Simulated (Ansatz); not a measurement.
C$_{2}$H$_{7}$AlO, charge -1, doublet, geometry from GFN2-xTB (such geometries of metal compounds can be far from the true shape) (a state made from the parent by changing its charge; the spin is typed, not shown lowest) (a gas-phase anion, which may not be bound at this level); B3LYP/def2-SV(P) (Ansatz, a first-principles code).

Here is a job for Ansatz.
Ansatz 0.2 input:
```yaml
crystal:
  periodic: [false, false, false]
  atoms:
    - {symbol: Al, position_ang: [-0.05949894, 0.01480982, -0.03985611]}
    - {symbol: C, position_ang: [-1.48443607, -1.62079289, 0.20032043]}
    - {symbol: H, position_ang: [-1.07065601, -2.58667781, -0.12788458]}
    - {symbol: H, position_ang: [-2.42079013, -1.49239913, -0.36407689]}
    - {symbol: H, position_ang: [-1.78749153, -1.75991934, 1.24944739]}
    - {symbol: C, position_ang: [0.23092858, 1.93280214, -1.03999817]}
    - {symbol: H, position_ang: [1.10902001, 1.92879699, -1.70393006]}
    - {symbol: H, position_ang: [0.39218448, 2.75555545, -0.32659809]}
    - {symbol: H, position_ang: [-0.61521081, 2.24808699, -1.66962647]}
    - {symbol: O, position_ang: [1.32369490, -0.32947953, 0.88669365]}
    - {symbol: H, position_ang: [2.09791598, -0.52219010, 1.40531537]}
basis:
  gaussian:
    orbitals: def2-SV_P_.json
hamiltonian:
  xc: b3lyp
total_charge: -1
magnetization: {spin_polarized: true, initial_magnetization: 1}
scf: {lower_state_search: full}
```
The basis file holds def2-SV(P) in the JSON format of the Basis Set Exchange.

The log (banner, timings and long lists left out):

```
Functional definition: B3LYP
796 factors; integrals over basis functions are off by at most 5.4e-4 eV
mean field evaluation 1: about -10817.8809 eV, gradient 4.2e1 eV
mean field evaluation 2: about -10818.0561 eV, gradient 4.2e1 eV
mean field evaluation 4: about -10826.4366 eV, gradient 3.0e0 eV
mean field evaluation 8: about -10826.5188 eV, gradient 1.4e-1 eV
mean field evaluation 16: about -10826.5190 eV, gradient 8.6e-5 eV
mean field evaluation 32: about -10826.4870 eV, gradient 8.4e-6 eV
mean field evaluation 64: about -10826.5190 eV, gradient 2.3e-4 eV
mean field evaluation 96: about -10826.5190 eV, gradient 2.9e-6 eV
mean field -10826.51897145 eV, -397.8672337227 hartree, gradient 2.9e-6 eV, S^2 0.752332; 7 other end points of the search recorded, 0 dependent functions left out
reference -10826.51928444 eV, -397.8672452247 hartree; 21, 20 occupied and 53, 54 virtual orbitals, 796 factors
Total energy: -10826.51928444 eV, -397.8672452247 hartree
```
